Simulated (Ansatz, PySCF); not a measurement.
HSe, SMILES [SeH] (connectivity only; charge and spin as stated), charge -1, multiplicity 1.

Geometry: PBE0-D3(BJ)/def2-TZVPD. The spin state was assumed, not searched.

Two levels are set side by side: PBE/def2-TZVPD (Ansatz, an electronic-structure program) and EOM-CCSD/aug-cc-pVDZ (PySCF). PBE by ΔSCF, the other level by its IP root; same geometry, the bases differ. Differences are taken from unrounded values.

```tsv
quantity	EOM-CCSD
vertical ionisation energy (eV)	2.16
```

**Question.** What does PBE give, and how far is it from EOM-CCSD? (An estimate is asked for; the answer gives what the named calculation found.)

**Answer.** 
| quantity | PBE | PBE minus EOM-CCSD |
|---|---|---|
| vertical ionisation energy (eV) | 2.31 | 0.15 |
